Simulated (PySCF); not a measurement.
**C₆H₁₂Si: full NMR table**

```
Formula                               : C6H12Si
SMILES                                : C1C[SiH](C2CC2)C1
Point group of the computed structure : Cs
Degrees of unsaturation               : 2
Carbon signals                        : 4
Proton signals                        : 8
```

Structure with atom numbers: `[CH2:1]1[CH2:2][SiH:3]([CH:4]2[CH2:5][CH2:6]2)[CH2:7]1` (H(Xn): hydrogen on atom n). Ha(C1), Ha(C2), Ha(C7) are cis to C4 on the ring; Ha(C5), Ha(C6) are cis to Si3 on the ring; Hb(C1), Hb(C2), Hb(C7) are trans to C4 on the ring; Hb(C5), Hb(C6) are trans to Si3 on the ring.

[PySCF: coordinates at the GFN2-xTB level; shielding tensors at PBE0/pcSseg-1 (GIAO); one averaged value for each set of equivalent atoms; a single conformation; no solvent; non-relativistic]

Shifts are taken against calculated references (same method and geometry level): ¹H (σ = 31.72 ppm), ¹³C (σ = 186.93 ppm), ²⁹Si (σ = 349.16 ppm) against TMS.

| carbon | δC, type | δH (multiplicity) | HMBC from (2–3 bonds) | span of the C tensor (ppm) |
| --- | --- | --- | --- | --- |
| C1 | 19.7, CH2 | Hb(C1) 2.12 (m); Ha(C1) 2.21 (m) | H(Si3), Ha(C2)/Ha(C7), Hb(C2)/Hb(C7) | 27 |
| C2/C7 | 15.3, CH2 | Hb(C2) 1.42 (m); Ha(C2) 1.61 (m) | H(Si3), Ha(C1), Hb(C1), Ha(C2)/Ha(C7), Hb(C2)/Hb(C7), H(C4) | 48 |
| C4 | -0.7, CH | -0.05 (m) | H(Si3), Ha(C2)/Ha(C7), Hb(C2)/Hb(C7), Hb(C5)/Hb(C6), Ha(C5)/Ha(C6) | 65 |
| C5/C6 | 3.0, CH2 | Hb(C5) 0.68 (m); Ha(C5) 0.13 (m) | H(Si3), Hb(C5)/Hb(C6), Ha(C5)/Ha(C6), H(C4) | 62 |

Other nuclei:
```
 atoms  nucleus                                                environment  δ (ppm)  σ (ppm)
H(Si3)       ¹H  hydrogen on a silicon bonded to 3 C, in a 4-membered ring     4.34    27.38
   Si3     ²⁹Si             silicon bonded to 3 C, H, in a 4-membered ring     10.1    339.1
```

- Carbon types of the structure: 1 × CH, 5 × CH2, leaving 1 H on heteroatoms.
- δC 19.7: sp3 CH2 in a ring; a saturated carbon with 2 carbon neighbours and no heteroatom attached.
- δC 15.3: sp3 CH2 bonded to Si.
- δC 3.0, -0.7: three-membered-ring carbon; carbons of three-membered rings are unusually shielded.
- δH 2.21, 2.12: hydrogen on an sp3 CH2 in a ring.
- δH 0.68, 0.13, -0.05: hydrogen on a three-membered-ring carbon; cyclopropane-type protons are shielded by the ring.

Shifts are as computed. Against solution values, carbons near 30 ppm lie about +3 ppm off and those near 130 ppm about +5 ppm. Of 1309 compounds with measured shifts, 239 miss one by over three times the rms of a fit or turn the order of signals round; such compounds aren't used in these exercises. Multiplicities follow the n + 1 count of equivalent neighbours, as no J values were calculated; m marks all less simple cases, F and P coupling included.
